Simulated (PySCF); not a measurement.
**C$_{5}$H$_{12}$Si$_{2}$: full NMR table**

```
Formula                               : C5H12Si2
SMILES                                : C=C(C)/C([SiH3])=C\[SiH3]
InChI                                 : InChI=1S/C5H12Si2/c1-4(2)5(7)3-6/h3H,1H2,2,6-7H3/b5-3+
Point group of the computed structure : C1
Degrees of unsaturation               : 2
Carbon signals                        : 5
Proton signals                        : 6
```

Bonds (- single, = double, # triple, : aromatic): C1=C2, C2-C3, C2-C4, C4-Si5, C4=C6, C6-Si7. C1 carries H8, H9; C3 carries H10, H11, H12; Si5 carries H13, H14, H15; C6 carries H16; Si7 carries H17, H18, H19. Stereochemistry as in C=C(C)/C([SiH3])=C\[SiH3]. H9 is cis to C3; H8 is trans to C3.

Isolated molecule, a single conformation, one averaged value for each set of equivalent atoms, relativity neglected. σ from GIAO-PBE0/pcSseg-1; structure optimised with GFN2-xTB; PySCF.

Chemical shifts δ = σref − σ; TMS for $^{1}$H (31.72 ppm), $^{13}$C (186.93 ppm), $^{29}$Si (349.16 ppm), all at this level.

| carbon | δC, type | δH (multiplicity) | HMBC from (2–3 bonds) | span of the C tensor (ppm) |
| --- | --- | --- | --- | --- |
| C1 | 117.7, CH2 | H8 4.93 (br s); H9 5.11 (br s) | H10/H11/H12 | 173 |
| C2 | 160.2, C | – | H16, H9, H8, H13/H14/H15, H10/H11/H12 | 239 |
| C3 | 25.9, CH3 | 1.99 (s) | H9, H8 | 35 |
| C4 | 171.0, C | – | H16, H9, H8, H13/H14/H15, H17/H18/H19, H10/H11/H12 | 247 |
| C6 | 143.6, CH | 6.51 (q) | H13/H14/H15, H17/H18/H19 | 227 |

Other nuclei:
| atoms | nucleus | environment | δ (ppm) | σ (ppm) |
| --- | --- | --- | --- | --- |
| H13/H14/H15 | $^{1}$H | hydrogen on a silicon bonded to C | 4.27 | 27.45 |
| H17/H18/H19 | $^{1}$H | hydrogen on a silicon bonded to C | 4.17 | 27.55 |
| Si5 | $^{29}$Si | silicon bonded to C, 3 H | -68.2 | 417.4 |
| Si7 | $^{29}$Si | silicon bonded to C, 3 H | -87.4 | 436.5 |

Carbon types of the structure: 2 × C, 1 × CH, 1 × CH2, 1 × CH3, leaving 6 H on heteroatoms. δC 171.0, 160.2: fully substituted alkene carbon. δC 143.6: alkene CH; the olefinic region. δC 117.7: terminal =CH2 carbon; the olefinic region. δH 5.11, 4.93: hydrogen on a terminal =CH2 carbon; attached to an sp2 carbon and in the plane of the double bond. δH 1.99: hydrogen on an allylic methyl carbon; allylic position.

Shifts are as computed. Against solution values, carbons near 30 ppm lie about +3 ppm off and those near 130 ppm about +5 ppm. Of 1309 compounds with measured shifts, 239 miss one by over three times the rms of a fit or turn the order of signals round; such compounds aren't used in these exercises. No couplings were computed; multiplicities are counted from neighbouring protons, with m where these are inequivalent, close in shift, in a saturated or five-membered ring or joined by F or P, and br s for small geminal =CH2 splittings.
